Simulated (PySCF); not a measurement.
Computed shifts of a molecule C4H7ClSi, PBE0/pcSseg-1 run with PySCF, GIAO, gas phase, atoms alike by connectivity averaged where their shifts nearly agree, in ppm (number of nuclei): ¹³C: 106.0 (1), 91.0 (1), 7.0 (2). ²⁹Si: 9.6 (1). ¹H: 2.74 (1), 0.79 (6). References: ¹³C against TMS (σ = 186.3 ppm); ²⁹Si against TMS (σ = 352.7 ppm); ³⁵Cl against HCl (σ = 945.9 ppm); ¹H against TMS (σ = 31.56 ppm), references at their B3LYP-D3(BJ)/def2-TZVP geometries, non-relativistic (without spin–orbit terms, shifts of atoms bonded to Cl or Br come out too high). Geometry optimised at B3LYP-D3(BJ)/def2-SVP. One conformer was computed; it need not be the lowest.

**Question.** Which molecule gave these data?
A) CCC#C[SiH2]Cl
B) C=C/C=C(/[SiH3])Cl
C) C=C=C(Cl)[SiH2]C
D) C#C[Si](C)(C)Cl

**Answer.** D, C#C[Si](C)(C)Cl
